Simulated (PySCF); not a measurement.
Species: C₃H₈O₃Si.
SMILES with atom numbers: `[OH:1][SiH:2]1[O:3][CH2:4][CH2:5][CH2:6][O:7]1`

Cartesian coordinates in Å at the GFN2-xTB level; atoms count from 1:
```
atom  x, y, z in Å
O1     2.8005   -0.4871   -0.8241
Si2    1.5591   -0.2912    0.1778
O3     0.3950   -1.4045   -0.0975
C4    -0.9411   -1.1113    0.2121
C5    -1.3609    0.2584   -0.3156
C6    -0.4892    1.3598    0.2823
O7     0.8671    1.1755   -0.0229
H8     2.6837   -0.4379   -1.7702
H9     2.1473   -0.4375    1.4962
H10   -1.5518   -1.8999   -0.2392
H11   -1.0772   -1.1439    1.3006
H12   -2.4071    0.4428   -0.0723
H13   -1.2366    0.2676   -1.3999
H14   -0.7770    2.3361   -0.1214
H15   -0.6162    1.3812    1.3723
```

NICS is the negative of the GIAO shielding at a point without a nucleus: at the ring centre (0) and 1 Å above and below it (1); zz is the component along the ring normal. Level: GIAO PBE0/pcSseg-1 (PySCF, non-relativistic, gas phase) on the GFN2-xTB geometry, one conformer.

Ring bond lengths (Å), with Mayer bond orders in brackets: Si2–O3 1.634 (0.98), O3–C4 1.402 (0.89), C4–C5 1.527 (1.03), C5–C6 1.527 (1.03), C6–O7 1.402 (0.89), O7–Si2 1.634 (0.97).

**Question.** What do the NICS probes read (ppm)?

**Answer.** 
```tsv
ring	type	NICS(0)	NICS(1), two faces	NICS(1)zz, two faces	rms pucker (Å)	centre to ring atoms, mean (Å)
Si2–O3–C4–C5–C6–O7	6-membered ring with 2 O and Si; formal bonds all single	-1.7	-1.6 / -0.6	3.8 / 2.0	0.20	1.48
```

**Question.** What do they say, and how far can they be read as aromaticity?

**Answer.** 
- Si2–O3–C4–C5–C6–O7: mean NICS(1)zz 2.9 ppm, near zero. Si2, C4, C5, C6 have four or more neighbours, and the NICS criterion for π rings isn't applied.

**Question.** At the second NICS(1) probe listed for ring Si2–O3–C4–C5–C6–O7, 1 Å off the ring, how large is the induced field along the normal in 1 T applied along it?

**Answer.** NICSzz × B0 = 2.0 ppm × 1 T = 2 μT, along the applied field.

**Question.** List the ring angles and the Hirshfeld charges of the ring atoms.

**Answer.** 
- Si2–O3–C4–C5–C6–O7: Si2 106.8° (+0.493 e), O3 119.9° (-0.241 e), C4 111.9° (+0.007 e), C5 110.8° (-0.082 e), C6 111.9° (+0.007 e), O7 120.1° (-0.241 e); sum 681.3° against 720° for a flat convex ring.

**Question.** How shielded are the nuclei of the rings and their hydrogens (means over atoms taken as equivalent)?

**Answer.** 
```csv
atoms,environment,σ isotropic (ppm),"principal values of the symmetric part, first atom (ppm)"
Si2,oxygen-bound silicon,407.9,"393.2, 395.8, 434.6"
O3 (×2),silyl ether oxygen,273.8,"217.2, 295.0, 309.2"
C4 (×2),sp3 carbon bound to oxygen,119.9,"94.0, 114.0, 151.8"
C5,ring CH2 carbon,150.9,"140.2, 151.9, 160.7"
H9,Si–H hydrogen,27.52,"23.9, 24.6, 34.1"
H10 (×2),methylene hydrogen,27.36,"22.2, 26.7, 33.1"
H11 (×2),methylene hydrogen,27.45,"23.1, 26.4, 32.9"
H12,methylene hydrogen,30.49,"26.8, 27.6, 37.0"
H13,methylene hydrogen,29.59,"26.7, 27.8, 34.3"
```
